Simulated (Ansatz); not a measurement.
The cluster CaF₂⁻. Charge -1, multiplicity 2. Geometry PBE0-D4/def2-TZVPD, basis def2-TZVPD, Ansatz.

| atom | x (Å) | y (Å) | z (Å) |
| --- | --- | --- | --- |
| Ca1 | 0.2170 | -0.0314 | 0.6489 |
| F2 | 0.2384 | -1.7105 | -0.5241 |
| F3 | -0.4553 | 1.7419 | -0.1248 |

```json
{"run": "A", "HOMO (eV)": "1.04", "LUMO (eV)": "1.94"}
{"run": "B", "HOMO (eV)": "0.55", "LUMO (eV)": "2.72"}
{"run": "C", "HOMO (eV)": "0.53", "LUMO (eV)": "2.12"}
{"run": "D", "HOMO (eV)": "0.70", "LUMO (eV)": "2.33"}
{"run": "E", "HOMO (eV)": "1.09", "LUMO (eV)": "2.11"}
{"run": "F", "HOMO (eV)": "-0.20", "LUMO (eV)": "2.97"}
```

B3LYP takes the VWN-RPA correlation. The structure comes from a short search, and lower isomers may exist.

HOMO and LUMO are taken over both spins.

Problem. The runs used B3LYP, CAM-B3LYP, PBE, PBE0, r2SCAN, r2SCAN0. Estimate which is which.

Solution. A r2SCAN (0 % exact exchange); B PBE0 (25 % exact exchange); C r2SCAN0 (25 % exact exchange); D B3LYP (20 % exact exchange); E PBE (0 % exact exchange); F CAM-B3LYP (range-separated). Exact exchange lowers occupied and raises empty levels; among semilocal functionals meta-GGAs tend to open the gap a little, and such runs are hard to tell apart. The gap grows from 0.90 eV (r2SCAN) to 3.17 eV (CAM-B3LYP). At r2SCAN-D4/def2-TZVPD, PBE0-D4/def2-TZVPD, r2SCAN0-D4/def2-TZVPD, B3LYP-D4/def2-TZVPD and others the highest occupied level of the charge -1 doublet lies above zero (up to 1.09 eV). By energy differences its removal costs 0.88 eV (vertical, to the charge 0 singlet, at PBE-D4/def2-TZVPD); a positive level beside a positive removal energy at the same level points to self-interaction error.
